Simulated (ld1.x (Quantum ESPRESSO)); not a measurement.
Reading a pseudo-wave (mercury)

Columns: radius, all-electron u(r) and pseudo u(r) of the 6p shell (level -1.05 eV) of mercury in the configuration [Kr] 4d10 4f14 5s2 5p6 5d10 6s2 6p0; PBE, scalar-relativistic, PAW scheme, ld1.x (Quantum ESPRESSO) 7.5.

```json
{"r (bohr)": "0.123", "all-electron": "-0.0761", "pseudo": "-0.0240"}
{"r (bohr)": "0.245", "all-electron": "0.0569", "pseudo": "-0.0870"}
{"r (bohr)": "0.368", "all-electron": "0.1044", "pseudo": "-0.1683"}
{"r (bohr)": "0.490", "all-electron": "0.0034", "pseudo": "-0.2402"}
{"r (bohr)": "0.613", "all-electron": "-0.1096", "pseudo": "-0.2819"}
{"r (bohr)": "0.735", "all-electron": "-0.1724", "pseudo": "-0.2823"}
{"r (bohr)": "0.858", "all-electron": "-0.1812", "pseudo": "-0.2445"}
{"r (bohr)": "0.980", "all-electron": "-0.1502", "pseudo": "-0.1812"}
{"r (bohr)": "1.103", "all-electron": "-0.0948", "pseudo": "-0.1061"}
{"r (bohr)": "1.225", "all-electron": "-0.0288", "pseudo": "-0.0311"}
{"r (bohr)": "1.348", "all-electron": "0.0404", "pseudo": "0.0404"}
{"r (bohr)": "1.470", "all-electron": "0.1068", "pseudo": "0.1068"}
{"r (bohr)": "1.593", "all-electron": "0.1686", "pseudo": "0.1686"}
{"r (bohr)": "1.715", "all-electron": "0.2237", "pseudo": "0.2237"}
{"r (bohr)": "1.838", "all-electron": "0.2726", "pseudo": "0.2726"}
{"r (bohr)": "1.960", "all-electron": "0.3147", "pseudo": "0.3147"}
{"r (bohr)": "2.083", "all-electron": "0.3510", "pseudo": "0.3510"}
{"r (bohr)": "2.205", "all-electron": "0.3815", "pseudo": "0.3815"}
{"r (bohr)": "2.328", "all-electron": "0.4071", "pseudo": "0.4071"}
{"r (bohr)": "2.450", "all-electron": "0.4281", "pseudo": "0.4281"}
{"r (bohr)": "2.573", "all-electron": "0.4452", "pseudo": "0.4452"}
{"r (bohr)": "2.695", "all-electron": "0.4586", "pseudo": "0.4586"}
{"r (bohr)": "2.818", "all-electron": "0.4689", "pseudo": "0.4689"}
{"r (bohr)": "2.940", "all-electron": "0.4764", "pseudo": "0.4764"}
{"r (bohr)": "3.063", "all-electron": "0.4816", "pseudo": "0.4816"}
{"r (bohr)": "3.185", "all-electron": "0.4846", "pseudo": "0.4846"}
```

How many radial nodes do the two functions have?

The all-electron 6p function has n − l − 1 = 4 (the table is too coarse to show those close to the nucleus); the pseudo-wave has 1, since 1 lower shell of the same l stays in the valence.

At about which radius was the pseudo-wave matched?

1.50 bohr. The columns agree to 0.0005 from 1.35 bohr on; several derivatives are matched, so the curves merge somewhat inside the radius.

Is the pseudo-wave norm-conserving?

No, it belongs to a PAW set: the norm inside the radius is not constrained, and the difference is carried by the augmentation charge.
